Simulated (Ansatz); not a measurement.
The cluster Al₄P₄ (the lowest singlet isomer of a short search) was relaxed with PBE-D4 (def2-SVP) in Ansatz in these states: neutral quintet, neutral singlet, neutral triplet. The geometries follow in no particular order.

A:

```xyz
8

Al   -0.600    0.912   -1.689
Al   -1.905   -0.069    0.639
Al    1.905    0.069   -0.639
Al    0.600   -0.912    1.689
P    -2.614   -0.001   -1.466
P    -1.196   -0.136    2.745
P     2.396   -1.687    0.632
P     1.415    1.825   -1.911
```

B:

```tsv
atom	x (Å)	y (Å)	z (Å)
Al1	-2.1706	-1.5732	1.0107
Al2	0.6961	0.0579	1.2179
Al3	-0.3083	-0.2122	-1.3586
Al4	1.2893	1.8871	-0.7050
P5	-0.2298	-1.6713	2.3176
P6	1.9689	1.9999	1.4321
P7	0.3343	1.5725	-2.7119
P8	-1.5800	-2.0607	-1.2027
```

C:

```xyz
8

Al    1.516    0.288    1.611
Al    1.183    0.019   -1.116
Al   -1.184   -0.017    1.116
Al   -1.515   -0.289   -1.611
P     3.106    0.307    0.046
P     0.140   -0.258   -3.107
P    -3.106   -0.307   -0.046
P    -0.139    0.257    3.107
```

Judge from the bond lengths which geometry belongs to which state (an estimate).

A is the neutral singlet (Al1–Al3 2.843 Å, Al1–Al2 2.843 Å, Al3–Al4 2.843 Å); B is the neutral quintet (Al1–Al3 3.307 Å, Al1–Al2 3.305 Å, Al3–Al4 2.718 Å); C is the neutral triplet (Al1–Al3 2.761 Å, Al1–Al2 2.761 Å, Al3–Al4 2.761 Å).

At PBE0-D4/def2-TZVP a singlet lies 2.60 eV below the neutral quintet. At PBE0-D4/def2-TZVP a singlet lies 0.87 eV below the neutral triplet. These are the stationary points nearest to one start from a short search; other shapes may lie lower in each state.
